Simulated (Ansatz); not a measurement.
System: C6H14, net charge 0, singlet state. 
Structure (B3LYP-D3(BJ)/def2-TZVP (Ansatz, a program for electronic structure) minimum search):
SMILES: C(C)C(CC)C
```xyz
20

C      2.5388     0.0853    -0.5139
C      1.1010     0.4969    -0.8210
C      0.0332    -0.1998     0.0331
C      0.1805     0.1423     1.5166
C     -1.3673     0.1411    -0.4938
C     -2.5061    -0.6419     0.1547
H      2.8412     0.3744     0.4936
H      3.2360     0.5543    -1.2106
H      2.6624    -0.9974    -0.5997
H      0.9961     1.5813    -0.7011
H      0.8905     0.2870    -1.8741
H      0.1742    -1.2830    -0.0808
H      1.1646    -0.1313     1.8975
H     -0.5578    -0.3796     2.1258
H      0.0468     1.2165     1.6763
H     -1.3829    -0.0407    -1.5728
H     -1.5406     1.2156    -0.3649
H     -2.3419    -1.7188     0.0635
H     -2.6093    -0.4113     1.2159
H     -3.4600    -0.4109    -0.3231
```

Computed values are from Ansatz. Cores are frozen in the correlated levels unless marked. UHF or UKS for open shells. No spin-orbit coupling. No relativistic terms. Basis-set limits of correlation are two-point, X^-3; Hartree-Fock from the larger set. The bracket is a focal-point correction in the basis named.

Problem. What is the T1 diagnostic at CCSD/aug-cc-pVTZ?

Solution. 0.009.

Problem. What is the dipole moment at CCSD(T)/aug-cc-pVDZ?

Solution. 0.09 D.

Problem. What is the total energy at RI-MP2/CBS(aug-cc-pVTZ,aug-cc-pVQZ)+[CCSD(T)-MP2]/aug-cc-pVTZ?

Solution. -236.7606 Eh.

Problem. What is the atomisation energy De at RI-MP2/CBS(aug-cc-pVTZ,aug-cc-pVQZ)+[CCSD(T)-MP2]/aug-cc-pVTZ?

Solution. 1890.0 kcal/mol.
